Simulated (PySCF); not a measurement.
MnBr2, SMILES [Mn]([Br])[Br] (connectivity only; charge and spin as stated), neutral, multiplicity 6.

Geometry optimised at PBE0-D3(BJ)/def2-SVP. The multiplicity is an assumed one; other spin states were not compared.

Two levels are set side by side: PBE/def2-TZVPD (PySCF) and r2SCAN/def2-TZVPD (PySCF). Same geometry, gas phase. Differences are taken from unrounded values.

```
quantity                     r2SCAN   PBE  PBE minus r2SCAN
---------------------------  ------  ----  ----------------
α-spin orbital gap (eV)        5.18  4.66             -0.52
β-spin orbital gap (eV)        3.91  2.89             -1.01
mean polarisability (bohr³)    76.1  81.9               5.8
```

Rough cost on one machine, each run with all the roots and properties that it gave: r2SCAN against PBE within a factor of 2.
